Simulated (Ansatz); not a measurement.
The first iterations of a band of BrGeH$_{5}$OSi (9 atoms, charge 0, multiplicity 1).

These are results of Ansatz, RKS PBE0/def2-SVP, not measurements.

| Item | Value |
| --- | --- |
| movable images | 3 |
| climbing image | yes |
| spring | 5.0 eV/Å² |
| optimiser | quadratic models (default) |
| start path | through a guess of the saddle point |
| force threshold | 0.03 eV/Å |
| iteration limit | 60 |
| end points | relaxed |

Image 0:

```xyz
9
Properties=species:S:1:pos:R:3
O 0.309 0.973 -1.750
Ge -0.483 0.681 -0.187
Si 0.755 -1.041 0.892
Br -2.636 -0.129 -0.571
H -0.150 1.623 -2.295
H -0.694 2.017 0.555
H 2.151 -0.578 1.150
H 0.758 -2.238 0.005
H 0.079 -1.354 2.185
```

Image 4:

```xyz
9
Properties=species:S:1:pos:R:3
O 0.132 1.451 -1.131
Ge -0.743 0.998 0.869
Si 0.695 -1.013 0.918
Br -2.471 -0.194 -0.367
H -0.316 0.782 -1.679
H -0.207 2.302 -1.443
H 2.065 -0.720 1.457
H 0.861 -1.608 -0.449
H 0.071 -2.044 1.808
```

| iteration | highest image above the first end (eV) | largest band force component (eV/Å) |
| --- | --- | --- |
| 1 | 7.123 | 28.968 |
| 2 | 3.353 | 3.855 |
| 3 | 2.708 | 1.660 |
| 4 | 2.590 | 0.901 |
| 5 | 2.590 | 0.731 |

Task: Does the band converge within its limit, and where does its top end?

Result: It converged. It ended after 17 iterations with the highest image 2.383 eV above the first end. Neighbouring images differ by up to 2.0 eV, so the band resolves the path poorly. Another band between the same ends (7 images) ends at a top of the same energy, where a vibrational analysis finds 1 clearly imaginary mode. So few images can step over the top or miss a turn of the path. The orbitals stay closed-shell, which can raise the energy where a bond breaks towards radicals; this wasn't checked here.

Run time: 2.6 min on 2 threads of Intel(R) Xeon(R) Platinum 8488C (Sapphire Rapids), on a shared host, peak memory 0.37 GiB.
